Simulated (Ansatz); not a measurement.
Molecule: BiH5, charge 0, multiplicity 1. SMILES: [BiH5]
Structure (B3LYP-D3(BJ)/def2-TZVP (Ansatz, an electronic-structure program) minimum search):
```
Bi
H 1 1.7992
H 1 1.7992 2 120.00
H 1 1.7992 2 120.00 3 -180.00
H 1 1.8661 2 90.00 3 -90.00
H 1 1.8661 2 90.00 5 180.00
```
Charge 0, spin multiplicity 1.

**Question.** Give the harmonic wavenumbers at B3LYP-D3(BJ)/def2-TZVP (Ansatz, finite differences of forces, unscaled).

**Answer.** 403, 403, 728, 728, 822, 973, 973, 1452, 1487, 1730, 1730, 1752 cm⁻¹. Zero-point energy 18.8 kcal/mol.

**Question.** From these and the geometry, give the ideal-gas thermochemistry at 298.15 K and 1 atm (rigid rotor, harmonic oscillator).

**Answer.** Point group D3h, rotational symmetry number 6. Rotational constants 51.63, 42.41, 42.41 GHz. S(trans) 41.99, S(rot) 15.23, S(vib) 2.89, S(elec, spin only) 0.00, S 60.1 cal/(mol K). H(298) - H(0) 2.99 kcal/mol; G - E(el) 3.9 kcal/mol.
